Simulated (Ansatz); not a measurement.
C3H7NSi can be A, `C=C[SiH2]C=N`, or B, `C[SiH](C)C#N`.

Calculated with Ansatz (gas phase, PBE0-D4/def2-TZVP geometries, no zero-point term in ΔE). CBS: MP2 limit from def2 TZ/QZ plus the TZ coupled-cluster correction, frozen cores. DFT in def2-TZVPP. B3LYP here is the variant with VWN-RPA as its local correlation; programs differ in this. Each species was taken in one conformer, which may not be the lowest.

Problem. Which is lower in electronic energy at CCSD(T)/CBS, and by how much? (An estimate is asked.)

Solution. Ansatz gave: B, by 48.4 kcal/mol.

Problem. Give E(B) − E(A) in kcal/mol with PBE-D4, MP2/def2-TZVPP, r2SCAN-D4, B2PLYP, ωB97M-V, B3LYP, PBE0-D4. (Best estimate.)

Solution. The calculation gave: PBE-D4 -44.7, MP2/def2-TZVPP -54.2, r2SCAN-D4 -48.2, B2PLYP -49.4, ωB97M-V -48.7, B3LYP -46.1, PBE0-D4 -46.3. None reverses the order clearly.

Largest T1 diagnostic: 0.012.

From PBE to PBE0 (25 % exact exchange), in def2-TZVPP and without D4, E(B) − E(A) moves by −1.6 kcal/mol.
